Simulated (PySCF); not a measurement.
AlClH₄O₂SSi.

```xyz
10

Si     1.8220    -0.3534     0.2944
Cl     0.8269     0.1428    -1.5546
S      0.3176    -0.1170     1.7213
Al    -1.1414     0.1292     0.0200
O     -1.8981     1.6333    -0.2164
O     -1.9432    -1.2999    -0.4273
H      2.3227    -1.7344     0.0762
H      2.9504     0.6097     0.3820
H     -1.6129     2.4673     0.1575
H     -2.7397    -1.2980    -0.9606
```

Geometry: PBE0-D3(BJ)/def2-SVP. The structure was generated by enumeration; whether it is a known compound was not checked. The values are those of a single conformer.

Method: PBE/pcSseg-1 in PySCF. Non-relativistic, no solvent.

Computed absolute GIAO shielding of each atom: isotropic value and principal components (ppm):
```
atom  σ(iso)    σ11    σ22    σ33   span
----  ------  -----  -----  -----  -----
Si1    323.6  280.1  322.1  368.5   88.4
Cl2    789.5  582.2  814.5  971.8  389.6
S3     705.1  546.6  702.7  865.9  319.3
Al4    462.8  381.3  460.2  546.8  165.5
O5     272.1  221.1  266.9  328.4  107.3
O6     294.5  256.6  286.7  340.1   83.6
H7      25.1   21.1   22.8   31.4   10.4
H8      25.2   21.2   22.8   31.7   10.5
H9      29.3   22.1   24.1   41.6   19.4
H10     29.8   21.8   23.2   44.4   22.5
```
